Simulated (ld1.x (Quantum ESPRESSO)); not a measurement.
## An all-electron radial function and its pseudo partner (cobalt)

Columns: radius, all-electron u(r) and pseudo u(r) of the 3s shell (level -106.61 eV) of cobalt in the configuration [Ne] 3s2 3p6 3d7 4s1.5 4p0; PBE, scalar-relativistic, RRKJ scheme, ld1.x (Quantum ESPRESSO) 7.5.

| r (bohr) | all-electron | pseudo |
| --- | --- | --- |
| 0.053 | 0.2293 | 0.0845 |
| 0.105 | -0.3513 | 0.1696 |
| 0.158 | -0.6593 | 0.2610 |
| 0.210 | -0.6115 | 0.3573 |
| 0.262 | -0.3470 | 0.4621 |
| 0.315 | 0.0130 | 0.5785 |
| 0.368 | 0.3741 | 0.7039 |
| 0.420 | 0.6818 | 0.8320 |
| 0.473 | 0.9276 | 0.9609 |
| 0.525 | 1.0989 | 1.0759 |
| 0.578 | 1.2078 | 1.1699 |
| 0.630 | 1.2601 | 1.2297 |
| 0.683 | 1.2693 | 1.2525 |
| 0.735 | 1.2454 | 1.2390 |
| 0.788 | 1.1970 | 1.1956 |
| 0.840 | 1.1337 | 1.1336 |
| 0.893 | 1.0592 | 1.0592 |
| 0.945 | 0.9811 | 0.9811 |
| 0.998 | 0.8999 | 0.8999 |
| 1.050 | 0.8211 | 0.8211 |
| 1.102 | 0.7451 | 0.7451 |
| 1.155 | 0.6715 | 0.6715 |
| 1.208 | 0.6027 | 0.6027 |
| 1.260 | 0.5401 | 0.5401 |
| 1.313 | 0.4816 | 0.4816 |
| 1.365 | 0.4291 | 0.4291 |

**Question.** How many radial nodes do the two functions have?

**Answer.** The all-electron 3s function has n − l − 1 = 2; the pseudo-wave has 0, since the states of the same l below it are removed with the core.

**Question.** At about which radius was the pseudo-wave matched?

**Answer.** 0.90 bohr. The columns agree to 0.0005 from 0.84 bohr on; several derivatives are matched, so the curves merge somewhat inside the radius.

**Question.** Is the pseudo-wave norm-conserving?

**Answer.** Yes: the RRKJ scheme keeps the norm inside the radius equal to the all-electron one, which fixes the energy derivative of the logarithmic derivative at the level.
